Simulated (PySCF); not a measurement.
C3H8Si2.
Bonds: Si1–Si2, Si2–C3, C3–C4, C4–C5 (double), C3–C5. Hydrogens: H6, H7, H8 on Si1; H9, H10 on Si2; H11 on C3; H12 on C4; H13 on C5.

A calculation gives these core lines: C 1s: 290.48 (area 1), 290.76 (area 2) eV; Si 1s: 1845.68 (area 1), 1845.94 (area 1) eV; Si 2p3/2: 106.02 (area 1), 106.28 (area 1) eV.

The calculation used delta-SCF UKS SCAN, pcX-2 on the ionised atom, pcseg-1 elsewhere, spin-free X2C in PySCF. Isolated species at its GFN2-xTB geometry (one conformer only).

Problem. Which carbon gives which C 1s line?

Solution. 290.48 eV: C3 (sp3 carbon bound to silicon); 290.76 eV: C4/C5 (alkene CH carbon). Lowest listed C 1s: C3, bonded to 2 C, H and Si. Highest, 0.28 eV above it: C4/C5, bonded to C (double bond), C and H. Summing the Pauling electronegativity differences to the bonded atoms, each weighted by its formal bond order, gives -1.00 for the lowest site and -0.35 for the highest.

Problem. Which silicon gives which Si 1s line?

Solution. 1845.68 eV: Si2 (SiH2 silicon); 1845.94 eV: Si1 (SiH3 silicon). The listed Si 1s values span 0.26 eV, from Si2 (bonded to C, 2 H and Si) to Si1 (bonded to 3 H and Si). Summing the Pauling electronegativity differences to the bonded atoms, each weighted by its formal bond order, gives +1.25 for the lowest site and +0.90 for the highest; the largest sum, +1.25, belongs to Si2, 0.26 eV below the top. The smallest sum, +0.90, belongs to Si1, 0.26 eV above the lowest.

Problem. Which silicon gives which Si 2p3/2 line?

Solution. 106.02 eV: Si2 (SiH2 silicon); 106.28 eV: Si1 (SiH3 silicon). The listed Si 2p3/2 values span 0.26 eV, from Si2 (bonded to C, 2 H and Si) to Si1 (bonded to 3 H and Si). Summing the Pauling electronegativity differences to the bonded atoms, each weighted by its formal bond order, gives +1.25 for the lowest site and +0.90 for the highest; the largest sum, +1.25, belongs to Si2, 0.26 eV below the top. The smallest sum, +0.90, belongs to Si1, 0.26 eV above the lowest.

Bonded neighbours of each site: Si1: 3 H and Si; Si2: C, 2 H and Si; C3: 2 C, H and Si; C4/C5: C (double bond), C and H.

Problem. Which photon wavelength matches the Si 2p3/2 of Si2 threshold?

Solution. λ = hc/E = 12398.42 eV Å / 106.02 eV = 116.944 Å.

One atom of each set of topologically equivalent atoms was ionised and stands for the set; in this conformer not all members are related by symmetry, and their own values weren't computed. Spin–orbit coupling isn't in the SCF: each 2p doublet comes from a relaxed spin-free hole plus a matrix of the shell (mean-field spin–orbit coupling and the ground-state 2p splitting), with 2p3/2 averaged over its two sublevels. 2p1/2 minus 2p3/2 (ligand field included): Si 0.62 eV.

The values belong to the conformer `[SiH3:1][SiH2:2][CH:3]1[CH:4]=[CH:5]1`: Si1–Si2–C3–C4 -28°.
